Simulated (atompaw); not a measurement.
How hard is this strontium PAW (atompaw) potential?

Sr, PAW, made with atompaw 4.2.0.5 (PBE, scalar-relativistic). Core [Kr], reference 4d0 5s1.5 5p0.5. Waves: 5s (bound): rc 2.70 bohr; 5s channel at 1.25 Ry: rc 2.70 bohr; 5p (bound): rc 3.00 bohr; 5p channel at 0.45 Ry: rc 3.00 bohr; 4d (bound, empty): rc 3.00 bohr; 4d channel at 2.2 Ry: rc 3.00 bohr. Local part: troulliermartins scheme with l = 3 at 1 Ry, radius 2.70 bohr. Core correction: smooth core density matched at 1.70 bohr. Augmentation charge: besselshape compensation charge, radius 2.80 bohr; PAW radius 3.00 bohr; waves and projectors: custom polynom vanderbiltortho.

The pseudo-atom Hamiltonian at the reference potential is diagonalised in spherical Bessel functions j_l(qr) that vanish at 20 bohr, with q² up to the cutoff. All-electron valence levels (Ry): 5s -0.2844, 5p -0.1153, 4d -0.1277.

Question: How do the lowest levels (Ry) of each channel move with the cutoff, and are there ghosts?

Answer:

| cutoff (Ry) | s #1 | s #2 | s #3 | p #1 | p #2 | p #3 | d #1 | d #2 | f #1 | Σ f·Δε (mRy) |
| --- | --- | --- | --- | --- | --- | --- | --- | --- | --- | --- |
| 8 | -3.1635 | -0.2843 | -0.0144 | -1.7002 | -0.1152 | 0.0288 | -0.1255 | 0.0322 | 0.0766 | 0.3 |
| 10 | -3.1705 | -0.2843 | -0.0144 | -1.7206 | -0.1152 | 0.0288 | -0.1273 | 0.0320 | 0.0766 | 0.3 |
| 12 | -3.1715 | -0.2843 | -0.0144 | -1.7252 | -0.1153 | 0.0288 | -0.1274 | 0.0320 | 0.0766 | 0.1 |
| 400 | -3.1718 | -0.2844 | -0.0144 | -1.7267 | -0.1153 | 0.0287 | -0.1277 | 0.0319 | 0.0766 | 0.0 |

Result: ghost states, extra bound levels that the all-electron valence spectrum of the same l lacks: s at -43.2 eV, p at -23.5 eV (a true bound ghost makes a file unfit for plane-wave use); 10 mRy is reached at 6 Ry and 1 mRy at 8 Ry.
